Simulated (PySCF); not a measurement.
C₅H₁₂NOP.
SMILES with atom numbers: `[CH3:1][NH:2][P:3]1[CH2:4][CH2:5][O:6][CH2:7][CH2:8]1`

Geometry (GFN2-xTB, Å), atoms numbered from 1 in this order:
```
atom  x, y, z in Å
C1     3.0008    0.1026   -0.0796
N2     1.7745   -0.6818   -0.0140
P3     0.4686   -0.0038    0.8979
C4    -0.1759    1.1441   -0.4251
C5    -1.6753    1.3537   -0.2211
O6    -2.4336    0.1815   -0.3946
C7    -2.1676   -0.8021    0.5741
C8    -0.7463   -1.3553    0.4949
H9     3.6884   -0.3846   -0.7723
H10    3.5054    0.2234    0.8846
H11    2.7602    1.0912   -0.4680
H12    1.9848   -1.6038    0.3644
H13    0.0223    0.6967   -1.4023
H14    0.3282    2.1110   -0.3607
H15   -1.8536    1.7683    0.7852
H16   -2.0656    2.0576   -0.9617
H17   -2.8965   -1.5955    0.3847
H18   -2.3477   -0.3941    1.5825
H19   -0.5383   -1.7220   -0.5136
H20   -0.6378   -2.1763    1.2078
```

Probes without a nucleus sit at each ring's centroid and 1 Å off its mean plane on both sides; NICS is minus the shielding there, NICSzz its component along the normal. Level: GIAO PBE0/pcSseg-1 (PySCF, non-relativistic, gas phase) on the GFN2-xTB geometry, one conformer.

Ring bond lengths (Å), with Mayer bond orders in brackets: P3–C4 1.866 (0.94), C4–C5 1.528 (1.03), C5–O6 1.407 (0.94), O6–C7 1.406 (0.94), C7–C8 1.527 (1.03), C8–P3 1.861 (0.94).

What do the NICS probes read (ppm)?

| ring | type | NICS(0) | NICS(1), two faces | NICS(1)zz, two faces | rms pucker (Å) | centre to ring atoms, mean (Å) |
| --- | --- | --- | --- | --- | --- | --- |
| P3–C4–C5–O6–C7–C8 | 6-membered ring with O and P; formal bonds all single | -3.0 | -1.8 / -2.9 | 4.4 / 1.1 | 0.28 | 1.52 |

What can be read from them?

- P3–C4–C5–O6–C7–C8: mean NICS(1)zz 2.7 ppm, near zero. C4, C5, C7, C8 have four or more neighbours, and the NICS criterion for π rings isn't applied. The two faces differ by 3.3 ppm, so no symmetry operation interchanges them.
